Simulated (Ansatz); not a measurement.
H6Au3⁺. Charge 1, multiplicity 1. Geometry PBE0-D4/def2-SVP, that of the neutral doublet.

Cartesian coordinates in Å:
```
Au -0.7988 -1.2204 -0.7009
Au 1.2165 -1.1101 1.0729
Au -1.5281 1.3513 -1.3477
H -1.6530 2.9381 -1.4660
H 2.5189 -0.5976 2.1854
H 0.2734 -2.2723 0.2489
H -0.2700 1.2956 -0.2294
H 2.1744 0.1240 1.9372
H -1.9333 -0.5086 -1.7005
```

In the def2 sets Au takes a core potential; there is no spin–orbit coupling. Another isomer (doublet) lies 0.24 eV lower at r2SCAN-D4/def2-TZVP; other spin states weren't run for this one.

**Question.** Estimate the orbital energies around the gap (eV) in Ansatz with PBE-D4/def2-TZVP, r2SCAN-D4/def2-TZVP, PBE0-D4/def2-TZVP.

**Answer.** 
```tsv
orbital	PBE-D4/def2-TZVP	r2SCAN-D4/def2-TZVP	PBE0-D4/def2-TZVP
HOMO−5	-12.61	-12.89	-14.03
HOMO−4	-12.53	-12.79	-13.99
HOMO−3	-12.31	-12.58	-13.78
HOMO−2	-12.27	-12.54	-13.77
HOMO−1	-12.12	-12.34	-13.24
HOMO	-11.53	-11.72	-12.52
LUMO	-9.48	-9.40	-8.72
LUMO+1	-6.96	-6.70	-5.93
LUMO+2	-6.22	-5.92	-5.35
LUMO+3	-5.74	-5.41	-5.11
LUMO+4	-4.80	-4.45	-3.84
LUMO+5	-4.50	-4.08	-3.80
```
